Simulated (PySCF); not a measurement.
# Computed properties of Si(F)2(Cl)(Me) (CH3ClF2Si), SMILES C[Si](F)(F)Cl

Si(F)2(Cl)(Me) (CH3ClF2Si), SMILES C[Si](F)(F)Cl. Geometry: PBE0-D3(BJ)/def2-SVP. The values are those of a single conformer. All values are computed for the isolated molecule unless a solvent is named; none is compared with measurement here.

**Structure.** The optimised structure has Cs symmetry. All 18 harmonic modes at PBE0-D3(BJ)/def2-SVP (PySCF) are real, so it is a minimum. With heavy atoms numbered as in [CH3:1][Si:2]([F:3])([F:4])[Cl:5], the shortest bond between them is Si2–F4 at 1.609 Å and the longest Si2–Cl5 at 2.040 Å.

**Vibrations.** The strongest infrared lines (harmonic, unscaled, degenerate partners summed) lie at 922 cm⁻¹ (185 km/mol, Si 45 %, F 45 %), 982 cm⁻¹ (179 km/mol, Si 50 %, F 45 %), 811 cm⁻¹ (150 km/mol, H 53 %, Si 22 %, C 22 %). The softest mode is at 131 cm⁻¹ and the zero-point energy is 28.2 kcal/mol.

**Electronic structure.** PBE0/def2-TZVP (PySCF) places the frontier levels at -9.68 and 0.76 eV, a gap of 10.44 eV, and gives a dipole moment of 2.42 D and a mean polarisability of 44.9 bohr³. PBE/def2-TZVP (PySCF) at the same geometry gives -8.23 and -0.16 eV, so its gap is 2.37 eV narrower. An orbital gap is neither the optical nor the fundamental gap.

**Excitations.** TDA-M06-2X/def2-SVPD (PySCF) has S1 at 8.84 eV (140 nm, f = 0.141, bright); the most intense of the 10 singlets computed lies at 8.84 eV (f = 0.14). T1 (TDA) is at 8.43 eV, 0.41 eV under S1. TDA-PBE/def2-SVPD (PySCF) puts S1 at 7.79 eV. No vertical singlet excitation falls in the visible range (under 3.1 eV).

**NMR.** GIAO shifts at B3LYP/pcSseg-1 (PySCF) (non-relativistic, atoms alike by connectivity averaged): ¹³C at 0.4 ppm against TMS; ¹H at 0.8 ppm against TMS; ²⁹Si at -12.7 ppm against TMS; ¹⁹F at -132.9 ppm against CFCl3. Without spin–orbit terms, shifts of atoms bonded to Cl or Br come out too high.
